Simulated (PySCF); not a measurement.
# Electron correlation in Co³⁺ (cobalt, charge +3)

[Ar] 3d6, high-spin 5D determinant. All numbers are calculated (PySCF 2.14, the spin-free X2C one-electron Hamiltonian (Gaussian nucleus), in x2c-TZVPPall with one added diffuse shell each of s, p, d, f type (7s6p5d3f1g, 80 functions)). Frozen: [Ne]; 14 electrons correlated.

```tsv
level	correlation energy (mhartree)
CCSD	-424.34
(T)	-5.76
CCSD(T)	-430.10
```

Diagnostics: T1 = 0.0046, D1 = 0.0094, largest double amplitude 0.023.

Cost of the coupled-cluster step: about 60 core-seconds, for 14 correlated electrons.

This basis was not built for core-valence correlation, so the inner-shell part is incomplete.
